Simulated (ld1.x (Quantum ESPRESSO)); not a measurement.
## Transferability test, TM semilocal potential for aluminium

aluminium (Al), norm-conserving Troullier–Martins (semilocal form), made with ld1.x (Quantum ESPRESSO) 7.5 (PBE, scalar-relativistic). Core [Ne], reference 3s1 3p0 (charge +2). Waves: 3s (bound): rc 1.75 bohr; 3p (bound, empty): rc 1.85 bohr; 3d channel at 0.2 Ry: rc 1.55 bohr. Local part: the d channel. Core correction: none.

Energies are relative to the spin-unpolarised reference configuration 3s1 3p0; without spin polarisation the order of configurations can differ from experiment.

```json
{"valence configuration": "3s2 3p0", "charge": "+1", "ΔE all-electron (eV)": "-19.225", "error AE − PS (meV)": "+47"}
{"valence configuration": "3s0 3p3", "charge": "0", "ΔE all-electron (eV)": "-14.536", "error AE − PS (meV)": "-9.9"}
{"valence configuration": "3s1 3p1", "charge": "+1", "ΔE all-electron (eV)": "-13.415", "error AE − PS (meV)": "+11"}
{"valence configuration": "3s1 3p2", "charge": "0", "ΔE all-electron (eV)": "-19.847", "error AE − PS (meV)": "+11"}
{"valence configuration": "3s2 3p1.3", "charge": "-0.3", "ΔE all-electron (eV)": "-25.561", "error AE − PS (meV)": "+43"}
```

What are ΔE and the potential's error for 3s2 3p1?

ΔE = -24.987 eV all-electron; the error (AE − PS) is +46 meV.

What are ΔE and the potential's error for 3s2 3p0.5?

ΔE = -22.901 eV all-electron; the error (AE − PS) is +49 meV.
